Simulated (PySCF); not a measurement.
**Ni⁺: ionisation energy**

Ni⁺ [Ar] 3d9 (2D) → Ni²⁺ [Ar] 3d8 (3F), as a difference of total energies. Computed with PySCF 2.14 in cc-pVTZ (7s6p4d2f1g, 68 functions), with the non-relativistic Hamiltonian (point nucleus). Correlated levels: valence: [Ar] frozen. The calculations carry no spin-orbit coupling.

| method | ionisation energy (eV) |
| --- | --- |
| UHF | 15.163 |
| M06-2X | 18.228 |
| M06-L | 17.939 |
| MP2 (valence) | 18.329 |
| SCS-MP2 (valence) | 18.033 |

Problem. How much does correlation contribute at MP2 (valence)?

Solution. 18.329 − (15.163) = 3.166 eV, measured against UHF.

These non-relativistic numbers lack the scalar-relativistic shift.

The reference lies between the lowest fine-structure levels, while these numbers refer to the centres of the terms.

Errors of the correlated levels include the incompleteness of this basis and the frozen core.

For comparison: 18.169 eV (measured; NIST Atomic Spectra Database, ionization energies).
